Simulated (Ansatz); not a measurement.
C₂H₂Cl (SMILES [CH]=CCl), doublet, at a GFN2-xTB geometry. Base run: PBE/def2-SVP in Ansatz (a first-principles code).

Input for Ansatz:
Ansatz 0.2 input:
```yaml
crystal:
  periodic: [false, false, false]
  atoms:
    - {symbol: C, position_ang: [-0.15812136, 0.84949158, 0.00022359]}
    - {symbol: C, position_ang: [0.97259348, 1.42818972, 0.01535444]}
    - {symbol: Cl, position_ang: [-0.33990486, -0.95740851, -0.00651845]}
    - {symbol: H, position_ang: [-1.13412407, 1.30084788, -0.01044600]}
    - {symbol: H, position_ang: [2.02567392, 1.30900905, 0.02779152]}
basis:
  gaussian:
    orbitals: def2-SVP
hamiltonian:
  xc: pbe
magnetization: {spin_polarized: true, initial_magnetization: 1}
```

Variants of this job, named by their change:

```json
[
 {"change": "base", "E (Eh)": "-537.00239", "SCF-reference <S^2>": "0.758"},
 {"change": "functional = blyp; dispersion = d3bjatm", "E (Eh)": "-537.26315", "SCF-reference <S^2>": "0.756"},
 {"change": "functional = r2scan", "E (Eh)": "-537.21940", "SCF-reference <S^2>": "0.764"},
 {"change": "functional = pbe0", "E (Eh)": "-537.04736", "SCF-reference <S^2>": "0.764"},
 {"change": "functional = b3lyp5", "E (Eh)": "-537.19317", "SCF-reference <S^2>": "0.760"},
 {"change": "functional = hf", "E (Eh)": "-536.09782", "SCF-reference <S^2>": "0.921"},
 {"change": "functional = wB97M-V", "E (Eh)": "-537.23207", "SCF-reference <S^2>": "0.763"},
 {"change": "functional = SVWN5", "E (Eh)": "-535.07777", "SCF-reference <S^2>": "0.756"},
 {"change": "functional = B2GP-PLYP", "E (Eh)": "-536.98358", "SCF-reference <S^2>": "0.790"},
 {"change": "functional = blyp", "E (Eh)": "-537.25651", "SCF-reference <S^2>": "0.756"},
 {"change": "functional = wB97X", "E (Eh)": "-537.26797", "SCF-reference <S^2>": "0.766"},
 {"change": "functional = B97M-V", "E (Eh)": "-537.17295", "SCF-reference <S^2>": "0.761"},
 {"change": "functional = hse06", "E (Eh)": "-537.03518", "SCF-reference <S^2>": "0.764"}
]
```

Total energies compare only within one method and basis.
